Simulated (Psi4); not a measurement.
Internal rotation in H7GeNSi, SMILES N[SiH2][GeH3]. Scanned: dihedral H4–N1–Si2–Ge3; all other coordinates were relaxed at B3LYP-D3(BJ)/def2-SVP.

Geometry of the scan point at 0° (Å):
```
10

N     -1.6067     0.7963    -0.6682
Si    -0.7590    -0.5354     0.0372
Ge    -2.3030    -2.3484     0.2591
H     -2.5854     0.7585    -0.9225
H     -1.1899     1.7018    -0.8513
H      0.4010    -0.9940    -0.7923
H     -0.1952    -0.2171     1.3881
H     -3.4754    -1.9756     1.1952
H     -1.6076    -3.5975     0.8424
H     -2.9067    -2.7362    -1.1103
```

Computed with DF-MP2 (frozen core)/cc-pVTZ // B3LYP-D3(BJ)/def2-SVP (Psi4).

Scanned values (°): -150, -120, -90, -60, -30, 0, 30, 60, 90, 120, 150, 180.

Describe the profile: where are the wells and the tops?

Lower than their neighbours: -90° (0.5 kcal/mol), 60° (0.0 kcal/mol), 180° (0.0 kcal/mol). Higher than their neighbours: -120° (0.9 kcal/mol), -60° (0.9 kcal/mol), 120° (0.9 kcal/mol). The whole profile spans 0.9 kcal/mol.
